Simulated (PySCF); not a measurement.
**Correlation energy of Tl⁺ (thallium, charge +1)**

[Xe] 4f14 5d10 6s2, closed-shell 1S. Calculation: PySCF 2.14, in def2-SVP with the def2 core potential (60 electrons) (4s4p2d, 26 functions); a scalar-relativistic core potential. Frozen: 5s2 5p6 5d10; 2 electrons correlated.

Total MP2 correlation energy: -16.87 mhartree.

Same-spin part 0.00 and opposite-spin part -16.87 mhartree; SCS-MP2 scales them by 1/3 and 6/5 to -20.25 mhartree.

With two correlated electrons CCSD is exact within the correlated space (frozen core and kept virtual orbitals).

| level | correlation energy (mhartree) |
| --- | --- |
| CCSD | -24.94 |

Diagnostics: T1 = 4.6e-05, D1 = 0.0001, largest double amplitude 0.075.

Q: Is a single reference adequate?

A: Mostly. T1 lies below 0.03, but a double amplitude of this size points to a near-degeneracy that CCSD handles and MP2 describes poorly.
